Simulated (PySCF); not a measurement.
## Dipole moment and polarisability of `Fc1nnccc1S`

Compound: C4H3FN2S.
Numbering: `[F:1][c:2]1[n:3][n:4][cH:5][cH:6][c:7]1[SH:8]` (hydrogens: H9 on C5; H10 on C6; H11 on S8)

Structure used (GFN2-xTB), in Å, numbered top down from 1:
```
atom  x, y, z in Å
F1     1.3578   -1.7419    1.0569
C2     0.3717   -0.9448    0.6242
N3    -0.8329   -1.2521    1.0139
N4    -1.8526   -0.5375    0.6444
C5    -1.6676    0.5101   -0.1338
C6    -0.4143    0.9056   -0.5937
C7     0.6832    0.1493   -0.2044
S8     2.3080    0.5499   -0.7199
H9    -2.5609    1.0550   -0.4001
H10   -0.2896    1.7670   -1.2307
H11    2.9028   -0.4580   -0.0827
```

Level: B3LYP/def2-SVPD (PySCF), static field, nuclei fixed, core orbitals frozen in the response. The polarisability tensor in these axes (au):

```
x   110.36   0.43  -8.82
y     0.43  71.42 -15.65
z    -8.82 -15.65  62.16
```

Problem. Give the principal values, the mean and the anisotropy Δα = √{½[(α1 − α2)² + (α2 − α3)² + (α1 − α3)²]}.

Solution. Principal values 49.69, 82.05 and 112.20 au; mean 81.31 au = 12.05 Å³ = 13.41 × 10⁻⁴⁰ C²·m²/J; Δα = 54.14 au (67 % of the mean).

Problem. What is the dipole moment, and where does it point?

Solution. (1.70, 2.72, -2.20) D, 3.89 D in size, pointing from the negative to the positive side. Measured along this direction, the outermost atoms are N3 at the negative end and H10 and S8 at the positive end.

Problem. Molar refractivity from α?

Solution. Lorentz–Lorenz: R = (4π/3)N_A α = 2.5225 cm³/(mol·Å³) × 12.05 Å³ = 30.4 cm³/mol, in the limit of long wavelengths.

Problem. Directions of the eigenvectors, and the extent of the frame along each?

Solution. Largest value along (0.98, 0.09, -0.20), where the nuclei span 5.14 Å; middle along (-0.19, 0.81, -0.56), 4.42 Å; least along (0.11, 0.58, 0.81), 0.00 Å. The response follows the extents in order.

Problem. Rayleigh depolarisation ratio (linearly polarised light, static tensor)?

Solution. ρ = 3Δα²/(45ᾱ² + 4Δα²) = 8794.4/(297518 + 11725.9) = 0.0284.

The structure is a single GFN2-xTB conformer in the gas phase; no vibrational or solvent corrections.
